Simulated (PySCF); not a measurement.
# Working out the ionisation energy of Be⁺

Be⁺ [He] 2s1 (2S) → Be²⁺ 1s2 (1S). All numbers are calculated (PySCF 2.14, the non-relativistic Hamiltonian (point nucleus), in def2-QZVPPD (7s4p2d1f, 36 functions)). Frozen: nothing. Energies in hartree (1 hartree = 27.21139 eV):

| part | Be⁺ (lower) | Be²⁺ (upper) |
| --- | --- | --- |
| UHF | -14.277429 | -13.611282 |
| MP2 opposite-spin | -0.032565 | -0.031576 |
| MP2 same-spin | -0.000518 | 0.000000 |

**Question.** What does Hartree-Fock give?

**Answer.** (-13.611282) − (-14.277429) = 0.666147 hartree = 18.127 eV.

**Question.** What do MP2 and SCS-MP2 (6/5 opposite-spin, 1/3 same-spin) give?

**Answer.** The opposite-spin parts differ by 0.027 eV and the same-spin parts by 0.014 eV. MP2: 18.127 + (0.027) + (0.014) = 18.168 eV. SCS-MP2: 18.127 + 1.2 × (0.027) + (0.014)/3 = 18.164 eV.

Measured between the centres of the two terms (NIST): 18.211 eV, so MP2 (valence and next inner shell) is off by -0.043 eV.

What remains against the reference includes basis incompleteness and correlation beyond second order.
